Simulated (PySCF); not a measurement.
C₅H₉F, SMILES C[C@@H]1C(F)[C@H]1C. Geometry optimised at PBE-D3(BJ)/def2-SVP. The structure was generated by enumeration; whether it is a known compound was not checked.

Problem. Give the equilibrium geometry at PBE-D3(BJ)/def2-SVP (PySCF confirms it by a frequency run) as a Z-matrix. (An estimate is asked for; the answer gives what the named calculation found.)

Solution. 
```
C
H 1 1.1047
C 1 1.5022 2 112.96
F 3 1.3752 1 118.34 2 -3.23
H 3 1.1052 4 111.49 1 144.90
C 3 1.5072 5 119.95 4 -144.02
H 6 1.1050 3 114.88 5 -3.73
C 1 1.5117 2 115.59 3 -146.39
H 8 1.1094 1 111.19 2 177.70
H 8 1.1098 9 107.51 1 122.39
H 8 1.1099 9 107.23 10 115.65
C 6 1.5123 7 115.16 3 -145.73
H 12 1.1074 6 110.93 7 174.70
H 12 1.1093 13 108.17 6 -122.35
H 12 1.1096 13 107.30 14 -116.06
```
